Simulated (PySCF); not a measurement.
## Working out the electron affinity of Pt

Pt⁻ [Xe] 4f14 5d9 6s2 (2D) → Pt [Xe] 4f14 5d9 6s1 (3D). Computed with PySCF 2.14 in def2-SVPD with the def2 core potential (60 electrons) (6s4p2d1f, 35 functions), with a scalar-relativistic core potential. Frozen: nothing. Energies in hartree (1 hartree = 27.21139 eV):

| part | Pt⁻ (lower) | Pt (upper) |
| --- | --- | --- |
| UHF | -118.401495 | -118.393528 |
| MP2 opposite-spin | -0.229042 | -0.187314 |
| MP2 same-spin | -0.117036 | -0.102931 |

Q: What does Hartree-Fock give?

A: (-118.393528) − (-118.401495) = 0.007967 hartree = 0.217 eV.

Q: What do MP2 and SCS-MP2 (6/5 opposite-spin, 1/3 same-spin) give?

A: The opposite-spin parts differ by 1.135 eV and the same-spin parts by 0.384 eV. MP2: 0.217 + (1.135) + (0.384) = 1.736 eV. SCS-MP2: 0.217 + 1.2 × (1.135) + (0.384)/3 = 1.707 eV.

Reference: 2.125 eV (measured; photodetachment measurements, as compiled on the Wikipedia data page of electron affinities), between the lowest levels; spin-orbit coupling is absent from the calculation.

A double-zeta basis recovers only part of the correlation energy.

What remains against the reference includes basis incompleteness and correlation beyond second order.
